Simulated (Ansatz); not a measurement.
# Ligand exchange: BH2Cl + Cd(CH3)(NH2) → BH2(NH2) + Cd(CH3)Cl

Species: BH2Cl `BCl`, singlet; Cd(CH3)(NH2), singlet; BH2(NH2), singlet; Cd(CH3)Cl, singlet. The partners trade Cl for NH2: B–Cl and Cd–NH2 bonds give way to B–NH2 and Cd–Cl.

Shapes, held fixed at every level: PBE0-D4/def2-TZVP. Programs: Ansatz 0.2.0. Electronic energies: no zero-point or thermal term.

| level | kind | ΔE (kJ/mol) | less CCSD(T)/def2-TZVPP |
| --- | --- | --- | --- |
| HF/def2-SVP | Hartree–Fock | -233.8 | -45.8 |
| HF/def2-TZVPP | Hartree–Fock | -222.9 | -34.9 |
| PBE-D4/def2-TZVPP | GGA | -189.9 | -1.9 |
| BHLYP-D4/def2-TZVPP | global hybrid | -210.7 | -22.7 |
| r2SCAN0-D4/def2-TZVPP | global hybrid | -203.9 | -15.9 |
| MP2/def2-SVP | perturbation theory | -199.0 | -11.0 |
| CCSD/def2-TZVPP | coupled cluster or CI | -192.8 | -4.8 |
| CCSD(T)/def2-TZVPP | coupled cluster or CI | -188.0 | 0.0 |

The highest level, CCSD(T)/def2-TZVPP, gives ΔE = -188.0 kJ/mol; the levels span -233.8 to -188.0. The column of differences is taken from that level and isn't an error. No measured value is set beside it here. For atoms past krypton def2 sets carry core potentials with scalar relativity. Outer-core shells of Cd are correlated, in sets that cover them unevenly.
